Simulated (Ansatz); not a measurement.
Reaction (SMILES): [CH2][Si](C)(C)N -> C[Si](C)(C)[NH]
Structures are relaxed separately at B3LYP-D3(BJ)/def2-TZVP in Ansatz (a quantum-chemistry and plane-wave program), one conformer each, not searched for the lowest. Frequencies are from Ansatz.

Wanted: isomerisation energy (enthalpy at 298 K, with B3LYP-D3(BJ) rigid-rotor harmonic-oscillator terms), in kcal/mol. Correlated levels leave the core frozen unless marked. UHF or UKS for open shells. Spin-orbit coupling is left out. No relativistic terms. Basis-set limits of correlation are two-point, X^-3; Hartree-Fock from the larger set. [CCSD(T)-MP2]/basis is that difference in the basis named.

```csv
level,program,isomerisation energy (kcal/mol)
PBE/def2-TZVPD,Ansatz,?
r2SCAN/def2-TZVPD,Ansatz,8.4
PBE0/6-31G*,Ansatz,5.1
PBE0/def2-SVP,Ansatz,?
BHLYP-D3(BJ)/def2-TZVPD,Ansatz + dftd3,7.3
BHLYP/def2-TZVPD,Ansatz,7.3
CAM-B3LYP-D3(BJ)/def2-TZVPD,Ansatz + dftd3,8.4
LC-wPBE-D4/def2-TZVPD,Ansatz + dftd4,?
B2GP-PLYP/def2-TZVPD,Ansatz,?
B2PLYP-D4/def2-TZVPD,Ansatz + dftd4,8.6
CCSD/cc-pV(D+d)Z,Ansatz,6.0
"RI-MP2/CBS(cc-pV(T+d)Z,cc-pV(Q+d)Z)+[CCSD(T)-MP2]/cc-pV(D+d)Z",Ansatz,9.7
```

Q: Complete the blanks.

A: 
- PBE/def2-TZVPD, isomerisation energy (kcal/mol): 7.9
- PBE0/def2-SVP, isomerisation energy (kcal/mol): 7.5
- LC-wPBE-D4/def2-TZVPD, isomerisation energy (kcal/mol): 9.3
- B2GP-PLYP/def2-TZVPD, isomerisation energy (kcal/mol): 8.9
